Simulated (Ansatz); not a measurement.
```xyz
10

F     0.241    1.210    2.057
Si    0.680   -0.271    1.612
B     0.140   -0.718   -0.257
Si   -0.799    0.526   -1.516
H     2.159   -0.354    1.766
H     0.040   -1.225    2.561
H     0.475   -1.801   -0.646
H     0.316    1.306   -2.139
H    -1.704    1.487   -0.833
H    -1.548   -0.159   -2.604
```

Charge 0, multiplicity 1.

Task: List the PBE0/def2-TZVPP orbital energies in eV (the Gaussian-basis code of Ansatz). (Best estimate.)

Result: Computed: Occupied: -1803.30, -1802.38, -673.62, -185.45, -145.56, -144.78, -100.27, -100.20, -100.18, -99.44, -99.42, -99.41, -32.97, -16.29, -15.30, -13.51, -12.58, -12.54, -11.93, -10.07, -9.96, -9.66, -9.12, -8.10. Lowest empty: -3.05, -0.04, 0.85, 1.02, 1.44, 1.63, 1.89, 2.06.
